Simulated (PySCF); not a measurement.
## Fractional electron number in Tc⁺ (technetium, charge +1)

The 5s alpha orbital of [Kr] 4d5 5s1 is emptied in steps (occupation f), with all orbitals relaxed, ending at [Kr] 4d5. All numbers are calculated (PySCF 2.14, a scalar-relativistic core potential, in def2-SVP with the def2 core potential (28 electrons) (5s3p2d1f, 31 functions)). The exact energy is a straight line in f; departures are measured from the line between the end points of the same method.

```
  f  BHandHLYP (eV)  wB97X (eV)  M06-2X (eV)
  1           0.000       0.000        0.000
0.8          -0.259      -0.039       -0.228
0.6          -0.388      -0.054       -0.333
0.4          -0.388      -0.048       -0.316
0.2          -0.259      -0.028       -0.199
  0           0.000       0.000        0.000
```

Question: For BHandHLYP, how does the orbital energy at f = 1 compare with the removal energy?

Answer: −ε = 13.325 eV against a total-energy difference of 14.944 eV. By Janak's theorem ε = ∂E/∂f, so the gap between them reflects the curvature. Along the path −ε is 13.973 (f = 0.8), 14.621 (f = 0.6), 15.269 (f = 0.4), 15.915 (f = 0.2) eV.

| method | E(f=0) − E(f=1) (eV) | −ε at f=1 (eV) | −ε at f=0.4 (eV) |
| --- | --- | --- | --- |
| BHandHLYP | 14.944 | 13.325 | 15.269 |
| wB97X | 14.703 | 14.442 | 14.773 |
| M06-2X | 15.074 | 13.648 | 15.436 |

Reference removal energy between the ground levels: 15.26 eV (semi-empirical (NIST evaluation); NIST Atomic Spectra Database, ionization energies).
